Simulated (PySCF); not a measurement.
## The In–H bond energy of InH₃

These are results of PySCF, PBE0, basis In def2-TZVP with ECP28, H def2-TZVP (scalar-relativistic core potentials, no spin–orbit coupling, density fitting), not measurements.

Each entry is the lowest minimum that a search over a few typed start shapes (and spin states, where more than one is plausible) found, or that minimum re-optimised at the stated level; isomers with ligand–ligand bonds, or fragments after loss of a ligand pair, can lie lower.

Total energies (Eh), which compare only within these settings: H atom -0.50106.

```
species  2S+1  group      E (Eh)  ZPE (kJ/mol)
   InH₂     2    C2v  -191.26970          23.5
   InH₃     1    D3h  -191.88524          43.6
```

(1) What are De and D0 for InH₃ → InH₂ + H?

Answers

(1) De = [(-191.26970) + (-0.50106) − (-191.88524)] × 2625.5 = 301 kJ/mol. The zero-point energy changes by -20.2 kJ/mol, so D0 = 280 kJ/mol.

Atoms and open shells are unrestricted, without spin–orbit or basis-set superposition corrections.

Spin–orbit coupling can matter for elements this heavy.
